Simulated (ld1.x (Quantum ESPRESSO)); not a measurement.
# La, PAW: configuration errors across variants

La (Z = 57), PAW, made with ld1.x (Quantum ESPRESSO) 7.5 (PBE, scalar-relativistic). Core [Kr] 4d10, reference 4f0 5s2 5p6 5d1 6s2 6p0. Waves: 5s (bound): rcut 2.50, rcutus 2.65 bohr; 6s (bound): rcut 2.50, rcutus 2.65 bohr; 5p (bound): rcut 2.50, rcutus 3.05 bohr; 6p (bound, empty): rcut 2.50, rcutus 3.05 bohr; 5d (bound): rcut 2.35, rcutus 3.00 bohr; 5d channel at 1.45 Ry: rcut 2.35, rcutus 3.00 bohr; 4f (bound, empty): rcut 1.45, rcutus 1.75 bohr; 4f channel at 0.15 Ry: rcut 1.45, rcutus 1.75 bohr. Local part: all-electron potential smoothed inside 2.15 bohr (lloc = -2). Core correction: a·sin(br)/r model core, default radius (ld1.x builds one for every PAW set, though the input has nlcc=.false.). Augmentation charge: BESSEL, radius 1.50 bohr.

All-electron excitation energies from the reference (eV): (1) 4f0 5s2 5p6 5d1 6s1 6p0 5.966; (2) 4f0 5s2 5p6 5d1 6s0 6p0 16.854; (3) 4f0 5s2 5p6 5d0 6s0 6p0 35.804; (4) 4f1 5s2 5p6 5d0 6s1 6p0 6.232; (5) 4f0 5s2 5p6 5d0 6s2 6p1 2.307; (6) 4f0 5s2 5p6 5d1.5 6s1.5 6p0 0.347; (7) 4f0 5s2 5p6 5d1 6s0 6p1 8.924.

The default core radius of the base comes out at 1.14 bohr.

The overlap operator is not positive definite (basis up to 400 Ry) in “base”, “core correction a·sin(br)/r model core inside 0.70 bohr”, “core correction a·sin(br)/r model core inside 1.10 bohr”, “core correction a·sin(br)/r model core inside 1.18 bohr”, “core correction a·sin(br)/r model core inside 1.36 bohr”, “core correction a·sin(br)/r model core inside 1.62 bohr”, “core correction a·sin(br)/r model core inside 1.70 bohr”, “core correction a·sin(br)/r model core inside 1.88 bohr”, “core correction a·sin(br)/r model core inside 2.14 bohr”. Such files are unfit for use, however small their errors in these radial tests.

Errors AE − PS in meV (a dash: test not solved or not reliable):

| change | (1) | (2) | (3) | (4) | (5) | (6) | (7) | bound ghosts |
| --- | --- | --- | --- | --- | --- | --- | --- | --- |
| base | -0.9 | -2.9 | +4.1 | -85 | +28 | -0.2 | +2.9 | not determined (overlap not positive) |
| core correction a·sin(br)/r model core inside 0.70 bohr | -0.9 | -2.8 | +56 | +115 | – | – | – | not determined (overlap not positive) |
| core correction a·sin(br)/r model core inside 1.10 bohr | -0.9 | -2.8 | +41 | +72 | – | – | – | not determined (overlap not positive) |
| core correction a·sin(br)/r model core inside 1.18 bohr | -0.9 | -2.8 | +36 | +55 | – | – | – | not determined (overlap not positive) |
| core correction a·sin(br)/r model core inside 1.36 bohr | -0.9 | -2.9 | +24 | +7.1 | – | – | – | not determined (overlap not positive) |
| core correction a·sin(br)/r model core inside 1.62 bohr | -0.9 | -2.9 | +12 | -45 | +63 | +0.3 | +6.8 | not determined (overlap not positive) |
| core correction a·sin(br)/r model core inside 1.70 bohr | -0.9 | -3.0 | +10.0 | -54 | +53 | +0.2 | +5.7 | not determined (overlap not positive) |
| core correction a·sin(br)/r model core inside 1.88 bohr | -0.9 | -3.0 | +6.7 | -71 | +37 | 0.0 | +4.0 | not determined (overlap not positive) |
| core correction a·sin(br)/r model core inside 2.14 bohr | -0.9 | -3.0 | +4.9 | -81 | +30 | -0.1 | +3.1 | not determined (overlap not positive) |

**Question.** Give the same row for: core correction a·sin(br)/r model core inside 0.84 bohr.

**Answer.** -0.9, -2.8, +54, +110, –, –, –; bound ghosts: not determined (overlap not positive). Its overlap operator is not positive definite in a basis up to 400 Ry (lowest eigenvalue p -0.01), so the file is unfit for use: the generalised eigenproblem breaks down once the basis is large enough, and its test numbers describe a broken file.
